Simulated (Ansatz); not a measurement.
A structure relaxed at PBE0-D4/def2-TZVP, charge 0, multiplicity 1:

```xyz
16

C    -1.159    1.522    2.094
O    -0.498    0.418    1.547
Al    0.000    0.000    0.000
O     0.788   -1.458   -0.262
C     1.176   -2.520    0.560
O    -0.291    1.040   -1.284
C    -0.016    0.998   -2.655
H    -0.532    1.995    2.858
H    -1.408    2.278    1.341
H    -2.089    1.201    2.576
H     0.900   -2.361    1.609
H     0.704   -3.449    0.221
H     2.261   -2.657    0.511
H     0.502    0.079   -2.952
H     0.611    1.850   -2.938
H    -0.949    1.063   -3.226
```

Give its formula and SMILES.

C3H9AlO3, `C[O][Al]([O]C)[O]C`.

Point group (tolerance 0.08 Å, 0.16 Å for H)?

C3h.

Summarise the bond lengths by kind.

3 × C–O 1.398 Å; 9 × C–H 1.095 to 1.096 Å; 3 × Al–O 1.678 Å.

Program: Ansatz 0.2.0.
